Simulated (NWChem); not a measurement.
Molecule: C3HCl2F; SMILES C(=C(Cl)Cl)=CF

```xyz
7

F      0.4507     3.0836     0.0000
C     -0.4971     2.1550     0.0000
C     -0.2515     0.8694     0.0000
C     -0.0726    -0.4249     0.0000
Cl     0.0576    -1.3519    -1.4517
Cl     0.0576    -1.3519     1.4517
H     -1.5076     2.5802     0.0000
```
Atoms are numbered in this order, from 1.

Level: PBE0/def2-SVP (NWChem), optimised geometry, unscaled harmonic frequencies. 

| frequency (cm⁻¹) | IR intensity (km/mol) |
|---|---|
| 98 | 0.0 |
| 126 | 0.6 |
| 272 | 1.4 |
| 281 | 6.5 |
| 442 | 1.0 |
| 504 | 6.9 |
| 508 | 7.1 |
| 680 | 60.1 |
| 877 | 0.9 |
| 895 | 222.8 |
| 1101 | 246.8 |
| 1268 | 24.3 |
| 1467 | 47.3 |
| 2101 | 356.6 |
| 3199 | 2.3 |

zero-point energy: 19.7 kcal/mol
thermal correction to the enthalpy at 298.15 K (with zero-point energy): 24.2 kcal/mol
heat capacity Cv: 19.6 cal/(mol K)
entropy at 298.15 K and 1 atm (symmetry number 1): 81.6 cal/(mol K)
dipole moment: 1.28 D

Rigid rotor and harmonic oscillator; modes under 100 cm⁻¹ make the entropy uncertain.
